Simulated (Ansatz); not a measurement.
This geometry of CH₄BClSi (8 atoms, charge 0, multiplicity 1) is a first-order saddle point.

These are results of RKS PBE/6-31G* (Ansatz 0.2.0), not measurements.

```xyz
8
Properties=species:S:1:pos:R:3
B -0.470 1.578 -0.596
Si -0.122 -0.362 -0.163
C 0.790 -1.196 1.026
Cl -1.202 -1.402 -1.619
H 0.230 2.163 -1.381
H -1.425 2.144 -0.134
H 0.847 -2.287 1.083
H 1.352 -0.639 1.783
```

Question: Which two structures does it join? (They come from a converged band through this point; their orientation in space is the band's.)

Answer: No bond is made or broken. The dihedral H6–B1–Si2–Cl4 goes from 0 to 180°. The two ends are copies of one structure, up to a mirror image or an exchange of like atoms.

Initial state:

```xyz
8
Properties=species:S:1:pos:R:3
B -0.769 1.513 -0.142
Si -0.369 -0.414 -0.103
C 1.212 -1.048 0.264
Cl -1.866 -1.799 -0.512
H 0.147 2.254 0.106
H -1.858 1.950 -0.395
H 1.479 -2.109 0.297
H 2.025 -0.347 0.485
```

Final state:

```xyz
8
Properties=species:S:1:pos:R:3
B -0.764 1.512 -0.143
Si -0.371 -0.416 -0.104
C 1.208 -1.050 0.266
Cl -1.874 -1.793 -0.517
H -1.851 1.955 -0.399
H 0.154 2.249 0.108
H 1.480 -2.110 0.301
H 2.019 -0.346 0.488
```

Question: How far does it lie above each of them?

Answer: 36.7 kJ/mol above the first and 36.7 kJ/mol above the second. This is the barrier of this one path; another mechanism may lie lower.

Time of the run: 3 min on 1 CPU thread of a shared host.
